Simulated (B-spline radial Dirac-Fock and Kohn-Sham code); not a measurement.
# Relativistic shifts of the levels of Pb⁺

System: the Pb⁺ ion in the configuration [Xe] 4f14 5d10 6s2 6p1.

Both columns are ΔSCF binding energies of the configuration average from an atomic code on a B-spline grid: non-relativistic Hartree-Fock with a point nucleus, and Dirac-Fock with a finite nucleus and the Coulomb interaction alone, averaged over the two j levels with weights 2j+1.

```
shell  Hartree-Fock (eV)  Dirac-Fock (eV)  shift (eV)  shift (%)
   1s            79527.8          88509.0    +8981.24     +11.29
   2s            13522.9          15947.0    +2424.11     +17.93
   2p            12999.0          13819.0     +819.96      +6.31
   3s             3277.3           3886.7     +609.44     +18.60
   3p             3028.3           3258.7     +230.37      +7.61
   3d             2568.5           2544.9      -23.61      -0.92
   4s              762.9            918.1     +155.19     +20.34
   4p              652.6            707.2      +54.60      +8.37
   4d              450.1            441.4       -8.73      -1.94
   4f              174.1            153.7      -20.40     -11.72
   5s              141.4            170.5      +29.08     +20.57
   5p              102.4            109.5       +7.07      +6.91
   5d              38.22            34.58       -3.65      -9.54
   6s              18.64            21.86       +3.21     +17.24
   6p              13.04            13.23       +0.19      +1.47
```

Relativity binds 1s, 2s, 2p, 3s, 3p, 4s, 4p, 5s, 5p, 6s, 6p more strongly, among those listed most of all 5s in relative terms, and 3d, 4d, 4f, 5d more weakly, because the contracted s and p shells screen the nucleus better.

Values without a named source are computed, but for edge energies of neutral atoms, which are taken from tables.
